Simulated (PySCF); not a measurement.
How methods differ on the interval between two levels of Cr³⁺

Cr³⁺ [Ar] 3d3 [4F9/2, M_J = 9/2] → Cr³⁺ [Ar] 3d2 4s1 [4F9/2, M_J = 9/2], as a difference of total energies. Computed with PySCF 2.14 in x2c-TZVPall-2c, with the two-component X2C-1e Hamiltonian. Correlated levels: [Ne] frozen; the 6 highest virtual spinors dropped. "Screened" scales the spin-orbit matrix elements by Boettger's factors to mimic the two-electron term; Breit and QED terms are absent.

```tsv
method	interval between two levels (cm⁻¹)
GHF (spin-free)	107080
GMP2 (spin-free)	106180
GHF (screened spin-orbit)	107140
GMP2 (screened spin-orbit)	106240
```

The labels give the starting determinants; with spin-orbit coupling the two ends relaxed to ⟨J²⟩ = 24.75, ⟨L²⟩ = 12.01, ⟨S²⟩ = 3.75 and ⟨J²⟩ = 24.75, ⟨L²⟩ = 12.01, ⟨S²⟩ = 3.75.
